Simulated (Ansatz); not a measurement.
System: SnCl2 (charge 0, singlet). 
Coordinates optimised at B3LYP-D3(BJ)/def2-TZVP (Ansatz, a first-principles code):
```xyz
3

Sn    -0.0035    -0.0126     0.6287
Cl     1.1924     1.3887    -0.8905
Cl    -1.1822    -1.3517    -0.9587
```

Wanted: vertical ionisation energy (to the doublet state of charge +1; each state is the SCF solution reached for its spin), in eV. Cores are frozen in the correlated levels unless marked. UHF or UKS for open shells. No spin-orbit coupling. The frozen core is the preceding noble-gas configuration, with the filled d and f shells of earlier blocks. In def2 rows, elements after Kr have scalar-relativistic effective core potentials. Basis-set limits of correlation are two-point, X^-3; Hartree-Fock from the larger set. [CCSD(T)-MP2]/basis is that difference in the basis named.

```
level               program  vertical ionisation energy (eV)
------------------  -------  -------------------------------
HF/def2-SVPD         Ansatz                             9.62
wB97M-V/def2-TZVPD   Ansatz                            10.28
```

Predict the RI-MP2/CBS(def2-TZVPPD,def2-QZVPPD)+[CCSD(T)-MP2]/def2-TZVPPD result (Ansatz).

10.22 eV, so wB97M-V/def2-TZVPD differs from it by 0.06 eV.
